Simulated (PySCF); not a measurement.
B2FH4 (calculated)

Calculation on a computer-drawn molecule: the log of a Hartree-Fock and frozen-core CCSD(T) single point meant for a local Hartree-Fock minimum, with one planted fault or none, to be diagnosed. Offsets are logged minus clean, where the clean run is the same molecule without the fault. The reference is restricted for singlets and unrestricted otherwise, and also for a bond in bohr or an excited solution. Adding or removing an electron swaps singlet and doublet. The excited solution moves the top pair (singlet) or top alpha electron (doublet) to the lowest empty orbital. Highest occupied and lowest empty are orbital energies over both spins, largest force is the largest gradient component, triples share is (T) over the correlation energy, the T1 limit is 0.02 restricted and 0.045 unrestricted, electrons count all cores, a negative frequency is imaginary (commonest isotopes), and the dipole is about the centre of nuclear charge. Program: PySCF 2.14.0.

```yaml
- formula: B2FH4
  logged_structure:
    atoms_angstrom:
      - [B, -0.2008, -1.1144, -0.5895]
      - [B, -1.0809, 0.0855, 0.2692]
      - [F, -0.3746, 1.3763, 0.4299]
      - [H, 0.9187, -1.0043, -1.0746]
      - [H, -0.6801, -2.2257, -0.7824]
      - [H, -2.1621, 0.2855, -0.338]
      - [H, -1.3685, -0.3654, 1.4049]
  given:
    meant_charge: -1
    meant_multiplicity: 1
    meant_basis: aug-cc-pVDZ
    logged_electrons: 24
    logged_basis_functions: 19
    logged_SCF_converged: "yes"
    logged_spin_squared: 0.0
    "logged_highest_occupied [eV]": -0.54794
    "logged_lowest_empty [eV]": 13.711
    "logged_largest_force [hartree/bohr]": 0.04014
    logged_T1_diagnostic: 0.0093825
    logged_D1_diagnostic: 0.028132
    logged_triples_share: 0.0147
    logged_CC_converged: "yes"
    "logged_dipole_magnitude [debye]": 1.6167
    logged_SCF_stable_within_its_kind: "yes"
    "logged_energy_HF [hartree]": -148.97084
    "logged_energy_CCSD(T) [hartree]": -149.09371
    possible_faults: "no fault, one electron removed, one electron added, multiplicity raised by two, geometry at a saddle point, SCF held on an excited solution, minimal basis STO-3G, one bond length entered in bohr, all coordinates scaled"
    drawn_bonds_atom: [1, 2, 1, 1, 2, 2]
    drawn_bonds_other_atom: [2, 3, 4, 5, 6, 7]
    drawn_bonds_order: [1, 1, 1, 1, 1, 1]
  results:
    planted_fault: "minimal basis STO-3G"
    "HF_energy_offset_from_clean_run [kcal/mol]": 1371
    "CCSD(T)_energy_offset_from_clean_run [kcal/mol]": 1586
```
